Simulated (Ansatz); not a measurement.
Job for Ansatz (a program for electronic structure): R-SVWN5/def2-TZVPP on BrGeHS (SMILES [SH][Ge][Br]), a point of a torsion scan.

Ansatz 0.2 input:
```yaml
crystal:
  periodic: [false, false, false]
  atoms:
    - {symbol: S, position_ang: [-1.33705695, 0.42624887, 0.52979989]}
    - {symbol: Ge, position_ang: [0.67596447, 0.96891699, -0.40067491]}
    - {symbol: Br, position_ang: [2.08506046, 0.89998042, 1.48930235]}
    - {symbol: H, position_ang: [-1.46327816, -0.64375016, -0.25081627]}
basis:
  gaussian:
    orbitals: def2-TZVPP
hamiltonian:
  xc: {name: SVWN5}
scf: {lower_state_search: off}
```

The head of its log:

```
WARN ansatz: RAYON_NUM_THREADS=1 ignored (pool sized by the plan → 1); use --threads N
Functional definition: SVWN5
these checks for a lower state are left out or cut short: stability, starts, cluster_reference, orbital_swaps, neighbouring_geometries, increment
integrals: 0.08 GiB planned
1077 factors; their error is unknown
mean field: 0.49 GiB planned
mean field evaluation 1: about -137197.1492 eV, gradient 3.4e1 eV
mean field evaluation 2: about -137173.9525 eV, gradient 8.8e1 eV
```

**Question.** What total energy does the run end on?

**Answer.** -5041.9757 hartree.
